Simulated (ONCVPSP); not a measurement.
**Reading a pseudo-wave (Pd)**

Columns: radius, all-electron u(r) and pseudo u(r) of the 4p shell (level -54.42 eV) of palladium in the configuration [Ar] 3d10 4s2 4p6 4d9 5s1; PBEsol, scalar-relativistic, ONCV scheme, ONCVPSP 4.0.1.

```json
{"r (bohr)": "0.078", "all-electron": "0.3843", "pseudo": "0.0211"}
{"r (bohr)": "0.155", "all-electron": "-0.0928", "pseudo": "0.0780"}
{"r (bohr)": "0.232", "all-electron": "-0.5331", "pseudo": "0.1623"}
{"r (bohr)": "0.310", "all-electron": "-0.5755", "pseudo": "0.2720"}
{"r (bohr)": "0.388", "all-electron": "-0.3250", "pseudo": "0.4044"}
{"r (bohr)": "0.465", "all-electron": "0.0366", "pseudo": "0.5468"}
{"r (bohr)": "0.542", "all-electron": "0.3949", "pseudo": "0.6835"}
{"r (bohr)": "0.620", "all-electron": "0.6947", "pseudo": "0.8052"}
{"r (bohr)": "0.698", "all-electron": "0.9104", "pseudo": "0.9122"}
{"r (bohr)": "0.775", "all-electron": "1.0431", "pseudo": "1.0061"}
{"r (bohr)": "0.852", "all-electron": "1.1076", "pseudo": "1.0773"}
{"r (bohr)": "0.930", "all-electron": "1.1183", "pseudo": "1.1070"}
{"r (bohr)": "1.008", "all-electron": "1.0898", "pseudo": "1.0882"}
{"r (bohr)": "1.085", "all-electron": "1.0355", "pseudo": "1.0353"}
{"r (bohr)": "1.162", "all-electron": "0.9656", "pseudo": "0.9654"}
{"r (bohr)": "1.240", "all-electron": "0.8863", "pseudo": "0.8862"}
{"r (bohr)": "1.318", "all-electron": "0.8043", "pseudo": "0.8041"}
{"r (bohr)": "1.395", "all-electron": "0.7242", "pseudo": "0.7240"}
{"r (bohr)": "1.472", "all-electron": "0.6474", "pseudo": "0.6473"}
{"r (bohr)": "1.550", "all-electron": "0.5745", "pseudo": "0.5744"}
{"r (bohr)": "1.628", "all-electron": "0.5074", "pseudo": "0.5073"}
{"r (bohr)": "1.705", "all-electron": "0.4471", "pseudo": "0.4470"}
{"r (bohr)": "1.782", "all-electron": "0.3927", "pseudo": "0.3926"}
{"r (bohr)": "1.860", "all-electron": "0.3433", "pseudo": "0.3433"}
{"r (bohr)": "1.938", "all-electron": "0.2995", "pseudo": "0.2994"}
{"r (bohr)": "2.015", "all-electron": "0.2612", "pseudo": "0.2611"}
```

Question: How many radial nodes do the two functions have?

Answer: The all-electron 4p function has n − l − 1 = 2; the pseudo-wave has 0, since the states of the same l below it are removed with the core.

Question: At about which radius was the pseudo-wave matched?

Answer: 1.10 bohr, where the columns begin to agree (steps of 0.08 bohr).

Question: Where does each function peak?

Answer: Outermost all-electron maximum near 0.93 bohr, pseudo maximum near 0.93 bohr (to the table’s step).

Question: Is the pseudo-wave norm-conserving?

Answer: Yes: the ONCV scheme keeps the norm inside the radius equal to the all-electron one, which fixes the energy derivative of the logarithmic derivative at the level.
